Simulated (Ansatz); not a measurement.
Basis sets compared for GaP₂. Charge 0, multiplicity 2. Geometry PBE0-D4/def2-TZVP. Ansatz on 4 threads of Arm Neoverse V1 on a shared host; times are rough, and most runs start from earlier orbitals.

Cartesian coordinates in Å:
```
Ga 1.3123 0.0966 -0.9349
P -0.7349 0.9287 0.4575
P -0.5774 -1.0253 0.4774
```

The 6-31G sets use Cartesian d functions. B3LYP takes the VWN-RPA correlation. The structure comes from a short search, and lower isomers may exist.

Binding counts from free atoms (Ga doublet, P quartet) in the same basis, without a counterpoise term.

```csv
level,functions,energy (Eh),HOMO (eV),LUMO (eV),binding per atom (eV),wall time
PBE-D4/def2-SVP,68,-2606.5013,-4.79,-4.03,2.34,0.8 s
PBE-D4/def2-TZVP,122,-2606.9849,-4.81,-4.01,2.39,1.4 s
r2SCAN-D4/def2-TZVP,122,-2607.5122,-5.15,-3.88,2.24,4 s
B3LYP-D4/6-31G,55,-2607.2047,-5.54,-3.60,1.66,0.8 s
B3LYP-D4/def2-TZVP,122,-2607.6689,-5.45,-3.42,2.24,2.2 s
PBE0-D4/def2-SVP,68,-2606.5863,-5.75,-3.28,2.16,1.1 s
PBE0-D4/def2-TZVP,122,-2607.0681,-5.75,-3.24,2.23,3.4 s
```

(1) Estimate the rows for PBE-D4/def2-TZVPD, r2SCAN-D4/def2-TZVPD, PBE0-D4/def2-TZVPD.

## Answers

(1) 
```csv
level,functions,energy (Eh),HOMO (eV),LUMO (eV),binding per atom (eV),wall time
PBE-D4/def2-TZVPD,140,-2606.9860,-4.84,-4.04,2.40,2.4 s
r2SCAN-D4/def2-TZVPD,140,-2607.5131,-5.16,-3.88,2.24,5.5 s
PBE0-D4/def2-TZVPD,140,-2607.0691,-5.77,-3.25,2.24,3 s
```
